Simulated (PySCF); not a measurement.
**Thallium: a sound run and one with changed settings**

Sound run: Tl [Xe] 4f14 5d10 6s2 6p1, Tl+ [Xe] 4f14 5d10 6s2. Computed with PySCF 2.14 in aug-cc-pVDZ-PP with ECP60MDF, with a scalar-relativistic core potential. In the sound run the correlated levels freeze 5s2 5p6 5d10 outside the core potential. The sound run starts from symmetry-adapted Hartree-Fock orbitals and uses a fine grid where one is needed.

Changed run: all electrons correlated in a basis built for the valence shell.

```json
{"species": "Tl", "method": "MP2", "sound run (hartree)": "-171.53459", "changed run (hartree)": "-171.57670", "converged": "yes"}
{"species": "Tl+", "method": "MP2", "sound run (hartree)": "-171.34618", "changed run (hartree)": "-171.38482", "converged": "yes"}
```

Ionisation energy of Tl:

```json
{"method": "UHF", "sound run (eV)": "4.999", "changed run (eV)": "4.999"}
{"method": "MP2", "sound run (eV)": "5.127", "changed run (eV)": "5.221"}
{"method": "SCS-MP2", "sound run (eV)": "5.105", "changed run (eV)": "5.154"}
```

A valence basis has no tight correlating functions, so it recovers only part of the core correlation, and not evenly between atom and ion.

For comparison, NIST gives 6.108 eV between the lowest levels.
